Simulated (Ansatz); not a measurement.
Molecule: C$_{2}$H$_{10}$OSi$_{2}$ (charge 0, singlet). SMILES: O(C)C[SiH2][SiH3]
Structure (B3LYP-D3(BJ)/def2-TZVP (Ansatz, a first-principles code) minimum search):
```xyz
15

C     -2.8552    -0.5283     0.1947
O     -1.5280    -0.2602    -0.2076
C     -0.9465     0.8367     0.4815
Si     0.8227     1.0522    -0.1695
Si     1.9148    -1.0201    -0.1185
H     -2.9038    -0.7720     1.2635
H     -3.5093     0.3312     0.0019
H     -3.2047    -1.3820    -0.3842
H     -1.5372     1.7516     0.3285
H     -0.9260     0.6484     1.5653
H      1.5174     2.0355     0.7019
H      0.7945     1.5964    -1.5497
H      1.7391    -1.6422     1.2180
H      3.3692    -0.8486    -0.3627
H      1.3703    -1.9357    -1.1476
```

Wanted: atomisation energy (electronic, to ground-state atoms), in kJ/mol. Valence correlation only, unless marked. UHF or UKS for open shells. Spin-orbit coupling is left out. Non-relativistic. The coupled-cluster limit lacks core correlation, which all-electron functionals hold. CBS marks a two-point X^-3 extrapolation of the correlation energy; Hartree-Fock from the larger set.

```
level                                        program  atomisation energy (kJ/mol)
------------------------------------  --------------  ---------------------------
SVWN5/def2-TZVPD                              Ansatz                   (withheld)
PBE-D3(BJ)/def2-TZVPD                 Ansatz + dftd3                       5115.0
PBE0/6-31G*                                   Ansatz                       5033.0
PBE0-D3(BJ)/def2-TZVP                 Ansatz + dftd3                       5062.6
PBE0-D3(BJ)/def2-TZVPD                Ansatz + dftd3                       5063.6
PBE0-D4/def2-TZVP                     Ansatz + dftd4                       5061.1
LC-wPBE-D3(BJ)/def2-TZVPD             Ansatz + dftd3                   (withheld)
wB97M-V/def2-TZVPD                            Ansatz                       5085.4
B2GP-PLYP-D3(BJ)/def2-TZVPD           Ansatz + dftd3                       5013.8
SCS-MP2/6-31G                                 Ansatz                       4150.2
CCSD/cc-pV(D+d)Z                              Ansatz                       4666.2
CCSD/aug-cc-pV(T+d)Z                          Ansatz                   (withheld)
CCSD(T)/CBS(cc-pV(T+d)Z,cc-pV(Q+d)Z)          Ansatz                   (withheld)
```

Task: Some entries are withheld; supply them.

Result: 
- SVWN5/def2-TZVPD, atomisation energy (kJ/mol): 5728.4
- LC-wPBE-D3(BJ)/def2-TZVPD, atomisation energy (kJ/mol): 5074.1
- CCSD/aug-cc-pV(T+d)Z, atomisation energy (kJ/mol): 4931.3
- CCSD(T)/CBS(cc-pV(T+d)Z,cc-pV(Q+d)Z), atomisation energy (kJ/mol): 5090.6
